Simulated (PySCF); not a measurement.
# Deuteron quadrupole couplings in `C=Cp1cccc1C(C)C`

C9H13P.
Geometry (GFN2-xTB, Å), atoms numbered from 1 in this order:
```xyz
23
C9H13P angstrom
C      3.263   -1.027   -0.573
C      2.174   -0.357   -0.910
P      1.420    0.899    0.186
C      1.130    2.185   -1.053
C     -0.165    2.235   -1.408
C     -0.983    1.205   -0.820
C     -0.317    0.365   -0.006
C     -0.850   -0.788    0.789
C     -2.115   -1.384    0.175
C     -1.108   -0.327    2.227
H      3.703   -1.764   -1.227
H      3.762   -0.863    0.368
H      1.673   -0.517   -1.857
H      1.896    2.871   -1.372
H     -0.582    2.965   -2.086
H     -2.034    1.132   -1.052
H     -0.073   -1.565    0.816
H     -2.937   -0.675    0.228
H     -1.946   -1.647   -0.867
H     -2.405   -2.283    0.715
H     -0.194    0.073    2.661
H     -1.452   -1.159    2.838
H     -1.867    0.453    2.239
```

Level: PBE0/pcSseg-1 (PySCF, non-relativistic); Q(2H) = 0.00286 b; rigid geometry, the same for H and D, with no vibrational averaging.

Problem. Rank these positions by the coupling χzz of a deuteron there, largest first.
A. H13 (vinylic hydrogen)
B. H20 (methyl hydrogen)
C. H17 (methine hydrogen)
D. H12 (vinylic hydrogen)
E. H14 (hydrogen on carbon)

Solution. E (229 kHz), D (223 kHz), A (217 kHz), B (212 kHz), C (193 kHz).

Problem. Tabulate Vzz, the asymmetry η and χzz = 234.96 MHz × Q × Vzz for every hydrogen position.

Solution. 
```json
{"atom": "H11", "bonded to": "C1", "bond length (Å)": "1.079", "Vzz (au)": "0.3326", "η": "0.04", "χzz (kHz)": "224"}
{"atom": "H12", "bonded to": "C1", "bond length (Å)": "1.078", "Vzz (au)": "0.3320", "η": "0.04", "χzz (kHz)": "223"}
{"atom": "H13", "bonded to": "C2", "bond length (Å)": "1.084", "Vzz (au)": "0.3226", "η": "0.04", "χzz (kHz)": "217"}
{"atom": "H14", "bonded to": "C4", "bond length (Å)": "1.077", "Vzz (au)": "0.3408", "η": "0.05", "χzz (kHz)": "229"}
{"atom": "H15", "bonded to": "C5", "bond length (Å)": "1.080", "Vzz (au)": "0.3300", "η": "0.05", "χzz (kHz)": "222"}
{"atom": "H16", "bonded to": "C6", "bond length (Å)": "1.079", "Vzz (au)": "0.3328", "η": "0.06", "χzz (kHz)": "224"}
{"atom": "H17", "bonded to": "C8", "bond length (Å)": "1.098", "Vzz (au)": "0.2878", "η": "0.03", "χzz (kHz)": "193"}
{"atom": "H18", "bonded to": "C9", "bond length (Å)": "1.087", "Vzz (au)": "0.3152", "η": "0.01", "χzz (kHz)": "212"}
{"atom": "H19", "bonded to": "C9", "bond length (Å)": "1.088", "Vzz (au)": "0.3143", "η": "0.01", "χzz (kHz)": "211"}
{"atom": "H20", "bonded to": "C9", "bond length (Å)": "1.088", "Vzz (au)": "0.3156", "η": "0.02", "χzz (kHz)": "212"}
{"atom": "H21", "bonded to": "C10", "bond length (Å)": "1.089", "Vzz (au)": "0.3105", "η": "0.03", "χzz (kHz)": "209"}
{"atom": "H22", "bonded to": "C10", "bond length (Å)": "1.088", "Vzz (au)": "0.3155", "η": "0.02", "χzz (kHz)": "212"}
{"atom": "H23", "bonded to": "C10", "bond length (Å)": "1.088", "Vzz (au)": "0.3132", "η": "0.02", "χzz (kHz)": "210"}
```

Problem. How does χzz go with the bond length over the 13 C–H bonds?

Solution. A straight-line fit has a slope of -14.8 kHz for each 0.01 Å, with a correlation coefficient of -0.99, over lengths from 1.077 to 1.098 Å. The longer bonds have the smaller couplings here.

The structure is a single GFN2-xTB conformer in the gas phase; no vibrational or solvent corrections. GFN2-xTB bond lengths can be off by several hundredths of an ångström, more for odd bonds, and the gradients follow them. These gradients aren't converged with respect to the basis.
